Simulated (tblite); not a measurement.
A tight-binding relaxation on `[BH2][GeH2][CH2]c1cc(=O)c1=O`.

Computed with GFN2-xTB geometry optimisation, gas phase (tblite 0.8.0). Start geometry: from a force field or distance geometry. The command runs a driver script over a list of jobs; the input below is this job's line of settings and its coordinates in Å.

Command:
```bash
OMP_NUM_THREADS=1 python probes_run.py task.json out
```

Input:
```
{"job": {"kind": "relax", "xc": "GFN2-xTB", "basis": "xTB"}, "charge": 0, "multiplicity": 1}
B      3.336700     0.360900     0.231700
Ge     1.439000     0.434600    -0.520900
C      0.308300    -0.658800     0.624000
C     -1.111000    -0.243600     0.554000
C     -1.859900     0.695800    -0.073200
C     -2.989400     0.210400     0.545300
O     -4.213500     0.504600     0.545200
C     -2.240700    -0.746400     1.208700
O     -2.463900    -1.695900     2.034900
H      3.604600    -0.194600     1.234200
H      4.251400     0.653300    -0.466000
H      1.531300    -0.315800    -1.889000
H      0.939900     1.871200    -0.638900
H      0.408700    -1.720200     0.257200
H      0.724500    -0.659100     1.660800
H     -1.673800     1.512600    -0.784400
```

Q: Give the output.

A: 
```
step      E/eV     max force
  0    -691.03596   10.142
  1    -690.28025   16.506
  2    -692.08376    2.178
  3    -692.17458    1.263
  4    -692.24104    0.616
  5    -692.28512    0.934
  6    -692.32032    1.096
  7    -692.34247    0.517
  8    -692.35904    0.391
  9    -692.37600    0.340
... (171 lines left out)
181    -692.61502    0.030
182    -692.61509    0.025
183    -692.61516    0.018
184    -692.61524    0.031
185    -692.61536    0.055
186    -692.61554    0.062
187    -692.61580    0.049
188    -692.61599    0.035
189    -692.61609    0.040
190    -692.61613    0.008
```

«max force» is the largest atomic force in eV/Å.

Q: From which step on does the largest force stay under 0.1 eV/Å, and how much energy is left to gain from there?

A: From step 153 (0.091 eV/Å), 9.6 meV above the end.

In short: energy lowered by 36.4 kcal/mol over 190 steps; largest atomic force 0.008 eV/Å at the end.

Q: Where do the atoms end?

A: 1.255 Å rms from the input after alignment:
```
atom  x, y, z in Å
B1     3.3795    0.1712    0.2684
Ge2    1.4605    0.7653    0.2297
C3     0.3053   -0.9061    0.1278
C4    -1.0706   -0.4757    0.2122
C5    -2.1208   -0.2808   -0.6417
C6    -3.0373    0.1815    0.4153
O7    -4.1928    0.4854    0.4947
C8    -1.8374    0.0584    1.3789
O9    -1.5505    0.3425    2.5055
H10    3.8580   -0.1889    1.2681
H11    4.0154    0.1259   -0.7065
H12    0.9927    1.5833   -0.9487
H13    0.9322    1.5143    1.4152
H14    0.5226   -1.4505   -0.7908
H15    0.5764   -1.5050    0.9970
H16   -2.2407   -0.4120   -1.7017
```

Q: Estimate the wall time. Hardware: one thread of an Arm Neoverse N1, on a shared host.

A: About 2.4 s.
Labels such as C1 count atoms from 1, the log's own numbers from 0.
